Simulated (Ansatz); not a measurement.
The same group exchange along the group Sc, Y.

Isolated molecules relaxed with PBE0-D4/def2-TZVP in Ansatz; ΔE leaves out vibrations. CCSD(T)/CBS adds triple-zeta CCSD(T) − MP2 to the extrapolated MP2 energy (def2 sets, frozen cores). This one scheme is used for every species. Functionals use def2-TZVPP. B3LYP here is the variant with VWN-RPA as its local correlation; programs differ in this. Elements past krypton have def2 core potentials. For Sc, Y outer-core shells are correlated without core-valence functions, which leaves a few kJ/mol of doubt a bond. Scalar relativity is left out up to krypton. Each species was taken in one conformer, which may not be the lowest.

```json
{"reaction": "`[OH][Sc]([F])[Cl]` + CH₄ → `[CH3][Sc]([F])[Cl]` + H₂O", "B3LYP-D4 (kJ/mol)": "207"}
{"reaction": "`[OH][Y]([F])[Cl]` + CH₄ → `[CH3][Y]([F])[Cl]` + H₂O", "B3LYP-D4 (kJ/mol)": "214"}
```

Problem. Give the CCSD(T)/CBS values in the same order. (Estimate.)

Solution. The calculation gave: 197, 205 kJ/mol.

Largest T1 diagnostic: 0.016, for `[OH][Sc]([F])[Cl]`.
